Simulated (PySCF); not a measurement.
# Reading the logs of faulty runs: CGe2H4O

Calculated results; nothing here was measured. The program is PySCF 2.14.0, an open-source quantum chemistry code, run on an isolated molecule that a program drew, which may never have been made. The molecule is CGe2H4O (charge 0, singlet), drawn as the SMILES string `[CH2]=[GeH][O][GeH]`.

Each row is a Hartree-Fock (HF) and frozen-core CCSD(T) single point in the cc-pVDZ basis, meant for a local HF minimum. Run 1 is clean. Each other run has one planted mistake out of seven kinds, and not every kind appears here: one electron removed, one electron added, multiplicity raised by two, geometry at a saddle point, minimal basis STO-3G, one bond length entered in bohr, all coordinates scaled. The reference is restricted for singlets and unrestricted otherwise, and also for a bond in bohr. Adding or removing an electron swaps singlet and doublet. Electrons count all cores. HOMO and LUMO are orbital energies over both spins, the gradient is its largest component, and the lowest frequency (negative if imaginary) is given only where the gradient is small. Bond lengths are over the 7 bonds as drawn. T1 is the CCSD diagnostic: over 0.02 (restricted) or 0.045 (unrestricted) a single reference is doubtful. Germanium has the cc-pVDZ-PP basis, with a core potential (ECP10MDF) in place of its 10 inner electrons, and its 3s, 3p and 3d shells are frozen in CCSD(T).

Geometry of the clean run:
```xyz
8
CGe2H4O, angstrom
C    -0.3013    1.5722    0.1069
Ge    0.7734    0.6573   -0.9308
O     0.5165    0.3714   -2.6475
Ge   -0.5532    0.8502   -3.9978
H    -0.0524    1.6867    1.1539
H    -1.2069    2.0383   -0.2555
H     2.0617   -0.0375   -0.5480
H    -1.4459    1.9063   -3.1895
```

| run | electrons | basis functions | <S^2> | HOMO (eV) | LUMO (eV) | gradient (hartree/bohr) | lowest frequency (cm^-1) | mean bond (Å) | longest bond (Å) | T1 | HF (hartree) | CCSD(T) (hartree) | mistake |
|---|---|---|---|---|---|---|---|---|---|---|---|---|---|
| 1 | 82 | 94 | 0.000 | -8.16 | 0.72 | 3.5e-07 | 22 | 1.5110 | 1.788 | 0.0198 | -701.76631 | -702.31883 | no fault |
| 2 | 83 | 94 | 0.765 | -0.69 | 6.77 | 6.9e-02 | - | 1.5110 | 1.788 | 0.0214 | -701.76493 | -702.32275 | one electron added |
| 3 | 82 | 94 | 2.029 | -5.29 | 0.81 | 9.1e-02 | - | 1.5110 | 1.788 | 0.0385 | -701.68949 | -702.20987 | multiplicity raised by two |
| 4 | 82 | 94 | 1.047 | -7.22 | 0.55 | 9.3e-03 | - | 1.7146 | 3.027 | 0.0532 | -701.69123 | -702.22810 | one bond length entered in bohr |
| 5 | 82 | 94 | 0.000 | -8.37 | 0.86 | 4.4e-02 | - | 1.4521 | 1.718 | 0.0176 | -701.75139 | -702.29285 | ? |
| 6 | 81 | 94 | 0.758 | -13.33 | -5.87 | 8.2e-02 | - | 1.5110 | 1.788 | 0.0205 | -701.52128 | -702.02670 | ? |

**Which mistake was planted in run 5, and what did it cost?**

The mean and the longest bond both change by the same factor, 0.961, and the gradient is no longer small. So the mistake is: all coordinates scaled. Subtracting run 1 and multiplying by 627.51 kcal/mol a hartree, the energy moved by 9.4 kcal/mol in HF and 16.3 kcal/mol in CCSD(T).

**Which mistake was planted in run 6, and what did it cost?**

It counts 81 electrons, one fewer than the clean run, at the same geometry and basis. So the mistake is: one electron removed. Subtracting run 1 and multiplying by 627.51 kcal/mol a hartree, the energy moved by 153.8 kcal/mol in HF and 183.3 kcal/mol in CCSD(T).

Cautions from the logs. Run 4: T1 is over the limit, so its CCSD(T) energy is less reliable.
